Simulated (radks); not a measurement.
Ionisation of the titanium ion Ti7+, [Ne] 3s2 3p3, to [Ne] 3s2 3p2 as the strength of local exchange is varied. Method: non-relativistic Kohn-Sham, Slater X-alpha exchange (alpha = 2/3 is LDA exchange), no correlation, spin-polarised, spherical densities, point nucleus; open shells are filled with parallel spins first; computed with a radial shooting solver on a logarithmic mesh with Libxc functionals.

\begin{tabular}{lrrrrr}
alpha & E(Ti7+) (hartree) & exchange (hartree) & IE (eV) & -e of the level emptied (eV) & <r> of it (bohr) \\ \hline
0.667 & -829.33579 & -34.60954 & 167.34 & 155.84 (3p) & 0.9389 \\
0.678 & -829.90670 & -35.19793 & 167.76 & 156.26 (3p) & 0.9379 \\
0.681 & -830.06246 & -35.35849 & 167.87 & 156.37 (3p) & 0.9376 \\
0.717 & -831.93316 & -37.28864 & 169.24 & 157.75 (3p) & 0.9344 \\
0.785 & -835.47506 & -40.95118 & 171.84 & 160.36 (3p) & 0.9283 \\
0.869 & -839.86543 & -45.50564 & 175.07 & 163.61 (3p) & 0.9209 \\
1.035 & -848.59065 & -54.60413 & 181.57 & 170.15 (3p) & 0.9067 \\
\end{tabular}

NIST Atomic Spectra Database: 170.5 +/- 0.4 eV (semi-empirical). The Delta-SCF value meets it near alpha = 0.75. Open shells are spherical and high-spin; term and fine-structure splittings are not resolved.
